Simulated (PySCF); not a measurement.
Electronic structure of Ni (nickel, neutral) at the UHF level

Configuration: [Ar] 3d8 4s2, high-spin 3F determinant. Calculation: PySCF 2.14, in cc-pVDZ-DK; scalar relativity by spin-free X2C-1e.

| Item | Value |
| --- | --- |
| Total energy | -1519.096857 hartree |
| One-electron energy | -2108.9833 hartree |
| Hartree (Coulomb) energy | 652.3216 hartree |
| Exchange energy | -62.4352 hartree |
| ⟨S²⟩ | 2.0054 |
| ⟨L²⟩ | 12.024 |
| Sum of ⟨r⟩ | 21.85 bohr |
| Sum of ⟨r²⟩ | 37.21 bohr² |
| Langevin diamagnetic susceptibility | -29.5 ×10⁻⁶ cm³/mol |
| Time after the integrals | 0.21 s of wall time on 1 thread of Neoverse-V1 (shared host) |

| shell | electrons | mean orbital energy (hartree) | spread (hartree) | rms radius, mean of both spins (bohr) |
| --- | --- | --- | --- | --- |
| 1s α | 1 | -308.76773 | 0 | 0.0624 |
| 1s β | 1 | -308.76563 | 0 | 0.0624 |
| 2s α | 1 | -38.65447 | 0 | 0.265 |
| 2s β | 1 | -38.57923 | 0 | 0.265 |
| 2p α | 3 | -33.11455 | 0 | 0.238 |
| 2p β | 3 | -33.04011 | 0 | 0.238 |
| 3s α | 1 | -5.10478 | 0 | 0.795 |
| 3s β | 1 | -4.90754 | 0 | 0.795 |
| 3p α | 3 | -3.42458 | 0 | 0.849 |
| 3p β | 3 | -3.18845 | 0 | 0.849 |
| 3d α | 5 | -0.73164 | 0.05333 | 1.11 |
| 3d β | 3 | -0.63548 | 0 | 1.11 |
| 4s α | 1 | -0.29062 | 0 | 3.26 |
| 4s β | 1 | -0.27273 | 0 | 3.26 |

Densities and radii are taken from the X2C orbitals without a picture-change correction, which distorts them close to the nucleus.
